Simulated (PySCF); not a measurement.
Isomers of CH6O3Si. Level of theory: PySCF, PBE0-D3(BJ)/def2-SVP geometry optimisation, gas phase. One conformer each; no zero-point energy, no entropy. No frequencies were run at this level. Point groups hold within 0.08 Å.

Problem. Rank from lowest to highest electronic energy at this level (kcal/mol).
A. `[CH3:1][Si:2]([OH:3])([OH:4])[OH:5]` with C1–Si2–O3–H 109°, C1–Si2–O4–H 164°, C1–Si2–O5–H 51°
B. `[CH3:1][O:2][SiH:3]([OH:4])[OH:5]` with C1–O2–Si3–O4 68°, O2–Si3–O4–H 76°, O2–Si3–O5–H 20°

Solution. A (0.0), B (22.6).

As drawn, the lower has an Si–C bond, which the higher lacks.

```
      SMILES      E (Eh)  E rel (kcal/mol)  dipole (D)  point group     A, B, C (MHz)
C[Si](O)(O)O  -556.33702               0.0        1.50            –  3937, 3625, 3459
 CO[SiH](O)O  -556.30096              22.6        1.77           C1  6354, 2993, 2249
```

Problem. How do the relative energies change in single points at PBE0/pcSseg-1 (no added dispersion term) on the same geometries?

Solution. 
| SMILES | PBE0-D3(BJ)/def2-SVP (kcal/mol) | PBE0/pcSseg-1 (kcal/mol) | shift |
| --- | --- | --- | --- |
| C[Si](O)(O)O | 0.0 | 0.0 | 0.0 |
| CO[SiH](O)O | 22.6 | 23.5 | +0.9 |

Each column counts from its own lowest isomer. The order is unchanged; the largest shift is 0.9 kcal/mol.
